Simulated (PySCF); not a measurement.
C₅H₈F₂SSi.
Atom-mapped SMILES: `[F:1][C@@H:2]1[CH2:3][C@@:4]1([F:5])[C@H:6]1[CH2:7][SiH2:8][S:9]1`

Definitions: NICS(0) = −σiso at the ring centroid; NICS(1) = −σiso and NICS(1)zz = −σzz at ±1 Å along the ring normal z. Level: GIAO PBE0/pcSseg-1 (PySCF, non-relativistic, gas phase) on the GFN2-xTB geometry, one conformer.

Rings: 1. C2–C3–C4; 2. C6–C7–Si8–S9.

| set | NICS(0) | NICS(1), two faces | NICS(1)zz, two faces |
| --- | --- | --- | --- |
| P | -33.3 | -10.8 / -4.4 | -27.4 / -9.8 |
| Q | -0.9 | -1.1 / -0.1 | 7.9 / 7.1 |

Q: Which set (ppm) belongs to which ring?

A: P = 1, Q = 2.
- 1 (3-membered carbocycle; formal bonds all single): mean NICS(1)zz -18.6 ppm, shielded. C2, C3, C4 have four or more neighbours, so the value isn't read as a sign of a π ring current.
- 2 (4-membered ring with S and Si; formal bonds all single): mean NICS(1)zz 7.5 ppm, deshielded. C6, C7, Si8 have four or more neighbours, so the value isn't read as a sign of a π ring current.

Q: How do the rings differ in shape?

A: 
```
ring            bond lengths (Å)  rms pucker (Å)  HOMA  nearest outside atom to a NICS(1) probe (Å)
   1         1.501, 1.501, 1.499            0.00     –                                hydrogen 1.42
   2  1.540, 1.903, 2.164, 1.842            0.01     –                                hydrogen 1.76
```

Shape of the structure used: `[F:1][C@@H:2]1[CH2:3][C@@:4]1([F:5])[C@H:6]1[CH2:7][SiH2:8][S:9]1`: C3–C4–C6–C7 -74°.
